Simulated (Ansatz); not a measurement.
CF$_{4}$ (SMILES FC(F)(F)F), singlet, geometry from GFN2-xTB; CAM-B3LYP/6-31G* (Ansatz, a program for electronic structure).

Ansatz was given this input:
Ansatz 0.2 input:
```yaml
crystal:
  periodic: [false, false, false]
  atoms:
    - {symbol: C, position_ang: [0.00000000, 0.00000000, -0.00000000]}
    - {symbol: F, position_ang: [0.76156680, 0.76669051, 0.74768414]}
    - {symbol: F, position_ang: [-0.74940203, -0.75691441, 0.76961488]}
    - {symbol: F, position_ang: [-0.76791520, 0.75064431, -0.75740957]}
    - {symbol: F, position_ang: [0.75575043, -0.76042041, -0.75988945]}
basis:
  gaussian:
    orbitals: 6-31G*
    final_grid: {core_spheres: 10, valence_spheres: 20, degree: 41}
hamiltonian:
  xc: cam_b3lyp
```

### Question
Predict the main parts of the log of this Ansatz run.

### Answer

```
Functional definition: CAM-B3LYP
671 factors; their error is unknown
125 factors; integrals over basis functions are off by at most 7.2e-6 eV
mean field evaluation 1: about -11897.9133 eV, gradient 4.9e1 eV
mean field evaluation 2: about -11896.6715 eV, gradient 6.0e1 eV
mean field evaluation 4: about -11901.6135 eV, gradient 2.3e-1 eV
mean field evaluation 8: about -11901.6023 eV, gradient 1.1e-3 eV
mean field -11901.60232229 eV, -437.3758181482 hartree, gradient 7.6e-5 eV, S^2 0.000000; 0 other end points of the search recorded, 0 dependent functions left out
reference -11901.60237331 eV, -437.3758200232 hartree; 21, 21 occupied and 54, 54 virtual orbitals, 671 factors
Total energy: -11901.60237331 eV, -437.3758200232 hartree
```
